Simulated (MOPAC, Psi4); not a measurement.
Two rigid molecules brought together: C2H3N ··· CS2 (SMILES CC#N and S=C=S), singlet. Monomers: optimised at B3LYP-D3(BJ) (def2-TZVP), held rigid. Orientation: a random orientation, not optimised. Only R, the distance of the centres of mass, is varied, so the lowest point isn't the relaxed dimer.

Geometry at R = 5.24 Å (first 6 atoms: monomer A):
```
9

C     -0.4886     0.0012     0.0017
C      0.9658    -0.0024    -0.0034
N      2.1151    -0.0053    -0.0074
H     -0.8685    -0.6494    -0.7862
H     -0.8616    -0.3555     0.9619
H     -0.8622     1.0115    -0.1667
S     -2.6325    -1.6205     3.2257
C     -1.7208    -1.2292     4.4201
S     -0.8093    -0.8380     5.6147
```

Computed with: PM6, restricted, heats of formation (MOPAC); SAPT0/jun-cc-pVDZ, frozen core (Psi4).

Interaction energies in kcal/mol:

```json
[
 {"R / Å": "4.66", "PM6": "0.49"},
 {"R / Å": "4.88", "PM6": "0.03"},
 {"R / Å": "5.01", "PM6": "-0.08"},
 {"R / Å": "5.24", "PM6": "-0.14"},
 {"R / Å": "5.44", "PM6": "-0.15"},
 {"R / Å": "5.62", "PM6": "-0.15"},
 {"R / Å": "5.93", "PM6": "-0.13"},
 {"R / Å": "6.24", "PM6": "-0.10"},
 {"R / Å": "6.73", "PM6": "-0.07"},
 {"R / Å": "7.43", "PM6": "-0.04"},
 {"R / Å": "8.44", "PM6": "-0.02"},
 {"R / Å": "9.72", "PM6": "-0.01"}
]
```

**Question.** What does SAPT0/jun-cc-pVDZ give at the same points?

**Answer.** 4.66: 0.46; 4.88: -0.27; 5.01: -0.46; 5.24: -0.57; 5.44: -0.55; 5.62: -0.50; 5.93: -0.38; 6.24: -0.28; 6.73: -0.17; 7.43: -0.09; 8.44: -0.04; 9.72: -0.02 (kcal/mol).
